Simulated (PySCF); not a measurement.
From one molecule to another.

First species: C7H8O2.
SMILES: `C#C/C=C/CCOC=O`

Second species: 2-chlorophenol, C₆H₅ClO.
SMILES: `Oc1ccccc1Cl`

Levels: PBE0/def2-SVPD for dipole moment, HOMO energy, LUMO energy, HOMO–LUMO gap, static isotropic polarisability and electronic spatial extent ⟨r²⟩ about the centre of nuclear charge; TDDFT PBE0/def2-SVPD for lowest singlet excitation; TDA PBE0/def2-SVPD for lowest triplet excitation (Tamm–Dancoff); GFN2-xTB for rotational constant A and rotational constant C. Geometries: GFN2-xTB. All species are isolated and taken at one optimised geometry, non-relativistic unless stated; the electronic structure was computed with PySCF and density fitting.

The conformers computed, where there is a choice (atom-mapped SMILES and torsion angles):
- `[CH:1]#[C:2]/[CH:3]=[CH:4]/[CH2:5][CH2:6][O:7][CH:8]=[O:9]`: C3–C4–C5–C6 -121°, C4–C5–C6–O7 -65°, C5–C6–O7–C8 -84°, C6–O7–C8–O9 -1°
- `[OH:1][c:2]1[cH:3][cH:4][cH:5][cH:6][c:7]1[Cl:8]`: H–O1–C2–C3 180°

Problem. Which of the two has the higher LUMO energy, and by how much?

Solution. The second: -0.64 eV against -0.95 eV, a difference of 0.31 eV.

Problem. Which has the higher static isotropic polarisability?

Solution. The first: 94.2 au against 85.9 au, a difference of 8.3 au.

Problem. Which has the higher ⟨r²⟩?

Solution. The first: 1891 bohr² against 1062 bohr², a difference of 829 bohr².

Problem. Which of the two has the higher S1 energy, and by how much?

Solution. The first: 5.43 eV against 5.12 eV, a difference of 0.31 eV.

Problem. Which of the two has the higher T1 energy, and by how much?

Solution. The second: 4.02 eV against 3.41 eV, a difference of 0.61 eV.

Problem. Which has the higher HOMO energy?

Solution. The second: -6.84 eV against -7.06 eV, a difference of 0.22 eV.

Problem. Which has the higher HOMO–LUMO gap?

Solution. The second: 6.20 eV against 6.11 eV, a difference of 0.09 eV.

Problem. Which has the higher dipole moment?

Solution. The first: 1.35 D against 1.02 D, a difference of 0.33 D.

On the first: S1 lies 0.68 eV below the HOMO–LUMO gap; its leading configuration is HOMO−1→LUMO, weight 0.97. The 6 singlets span 5.43 to 6.85 eV, and their oscillator strengths add up to 0.46.

On the second: The 6 singlets span 5.12 to 6.69 eV, and their oscillator strengths add up to 0.48. The dipole equals about 3.4 × 10⁻³⁰ C·m (1 D = 3.33564 × 10⁻³⁰ C·m).
